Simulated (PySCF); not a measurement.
# Correlation energy of Mg (magnesium, neutral)

[Ne] 3p2, high-spin 3P determinant (an excited configuration). All numbers are calculated (PySCF 2.14, scalar relativity by spin-free X2C-1e, in ANO-RCC-VTZP (5s4p2d1f, 34 functions)). Frozen: 1s2; 10 electrons correlated.

| level | correlation energy (mhartree) |
| --- | --- |
| CCSD | -245.32 |
| (T) | -0.92 |
| CCSD(T) | -246.24 |

Diagnostics: T1 = 0.0044, D1 = 0.0123, largest double amplitude 0.077.

**Question.** Is a single reference adequate?

**Answer.** Mostly. T1 lies below 0.03, but a double amplitude of this size points to a near-degeneracy that CCSD handles and MP2 describes poorly.
